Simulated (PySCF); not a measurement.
**Sb(OH)3: fields on a plane**

Level of theory: PBE0 in PySCF with Sb def2-SVP with ECP28, O def2-SVP, H def2-SVP; scalar-relativistic core potentials, no spin–orbit coupling; density-fitted integrals.

The singlet minimum has O–H 0.968 Å (×3), Sb–O 1.985 Å (×3); H–O–Sb 108.6° (×3), O–Sb–O 94.9° (×3).

The plane holds Sb1 at (0.00, 0.00), O2 at (1.98, 0.00), O3 at (-0.17, 1.98), H6 at (0.72, 2.36) Å. Columns run from x = -2.25 to 4.35 Å, rows from y = 4.65 (top) to -1.95 Å, in steps of 0.3 Å. Other isomers or separated fragments may lie lower. Core electrons replaced by a potential are absent, the electrostatic potential uses the reduced nuclear charge, and values within about 0.7 Å of such atoms have no physical meaning.

**Question.** Give the electrostatic potential (V) (cut at 20 V). Every second row and column.

**Answer.** 
```
-0.3 -0.3 -0.3 -0.2 -0.1  0.1  0.2  0.3  0.2  0.2  0.1  0.1
-0.4 -0.5 -0.6 -0.5 -0.1  0.4  0.5  0.5  0.3  0.2  0.1  0.1
-0.6 -0.9 -1.3 -1.0  0.1  1.3  1.4  0.9  0.5  0.3  0.2  0.1
-0.7 -1.4 -2.1  0.3  3.8  9.9  4.0  1.4  0.5  0.2  0.1  0.1
-0.6 -1.4 -0.7 20.0 20.0 20.0  6.0  1.3  0.3  0.1  0.0  0.0
-0.1 -0.4  1.4 20.0 20.0  5.6  2.1  0.2 -0.4 -0.3 -0.2 -0.1
 0.5  1.4  4.7 13.5 17.1  8.3  1.8 -0.4 -1.2 -0.9 -0.4 -0.2
 1.0  3.1 13.1 20.0 20.0 20.0  9.1 20.0  6.1 -0.9 -0.6 -0.3
 1.0  3.2 15.5 20.0 20.0 20.0 17.2 20.0 17.7 -0.6 -0.6 -0.3
 0.7  1.9  7.2 20.0 20.0 16.2  3.7  4.6  0.1 -1.0 -0.6 -0.3
 0.5  0.9  2.2  5.2  6.8  4.2  0.8 -0.9 -1.1 -0.8 -0.4 -0.2
 0.3  0.5  0.8  1.4  1.8  1.3  0.4 -0.3 -0.5 -0.4 -0.3 -0.2
```

**Question.** Give the electron density (e/Å³) (cut at 5 e/Å³). Lower edges of the bins (e/Å³): '0' 0.000, '1' 0.030, '2' 0.076, '3' 0.151, '4' 0.268, '5' 0.455, '6' 0.750, '7' 1.218, '8' 1.960, '9' 3.136; top 5.00.

**Answer.** 
```
00000000000000000000000
00000000000000000000000
00000000000000000000000
00000000000000000000000
00000000000000000000000
00001122222100000000000
00012345444210000000000
00013578776420000000000
00024799987520000000000
00024899986420000000000
00024799974310000000000
00013577753211111000000
00012456543333332100000
00013467764445664210000
00124699996568986410000
00124799997579997420000
00134799997579997420000
00124699996568986410000
00123567764445664210000
00012344443223332100000
00011223321111111000000
00000111110000000000000
00000000000000000000000
```
